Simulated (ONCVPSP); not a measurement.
## Kr: one change to an ONCV potential, before and after

ONCVPSP 4.0.1 input, shortened (lines: element, Z, core and valence counts, functional; n l f; lmax; l rc ep ncon nbas qcut; lloc lpopt rc5 dvloc0; l nproj debl; icmod fcfact rcfact), PBE, scalar-relativistic:

```
  Kr 36.00    3    5        4      upf
    1    0    2.00
    2    0    2.00
    2    1    6.00
    3    0    2.00
    3    1    6.00
    3    2   10.00
    4    0    2.00
    4    1    5.00
    2
    0    0.95    0.00    3    6   16.00
    1    0.95    0.00    3    7   16.90
    2    1.00    0.00    4    8   17.30
    4    5    0.70    2.00
    0    2    3.70
    1    2    2.90
    2    1    1.10
    0    0.00    0.00
```

Change: p: rc 1.4.

Cutoffs: the cutoffs (Ha) at which the residual kinetic energy of the hardest occupied pseudo-wave falls to 1 and 0.1 mHa per electron; they do not see the model core or the augmentation charge, which bear on the density cutoff. Errors are all-electron minus pseudo energies relative to the spin-unpolarised reference configuration.

How do hardness, ghosts and transferability respond?

The potential gets neither clearly harder nor softer (117 Ha and 130 Ha → 117 Ha and 130 Ha); the d channel sets the loose cutoff, while the largest relative change is in p, which becomes softer; of the 4 tests that both files solve, the error grows in 4 and shrinks in 0 by more than 15 % and 0.3 meV (median size 2.4 → 3.7 meV); neither file shows a bound ghost. More of the atom is replaced by a form fitted at one configuration, so other configurations suffer.

```tsv
quantity	base	changed
cutoff, loose	117 Ha	117 Ha
cutoff, tight	130 Ha	130 Ha
loose cutoff by channel	s 72 Ha, p 85 Ha, d 117 Ha	s 72 Ha, p 61 Ha, d 117 Ha
bound ghosts	none	none
GHOST(+) flags under 300 eV	none	none
error for 3s2 3p6 3d10 4s2 4p6, meV [ΔE -14.29 eV]	+1.5	+2.9
error for 3s2 3p6 3d10 4s2 4p4, meV [ΔE 25.18 eV]	-3.2	-4.5
error for 3s2 3p6 3d10 4s2 4p3, meV [ΔE 62.25 eV]	-8.6	-11
error for 3s2 3p6 3d10 4s2 4p5.5, meV [ΔE -8.43 eV]	+1.0	+1.7
s: phases at 0.97 bohr within 0.05 rad from the reference energy up to (Ha; the scan ends near 5)	to the end of the scan	to the end of the scan
d: phases at 1.01 bohr within 0.05 rad from the reference energy up to (Ha; the scan ends near 5)	0.3	0.3
```
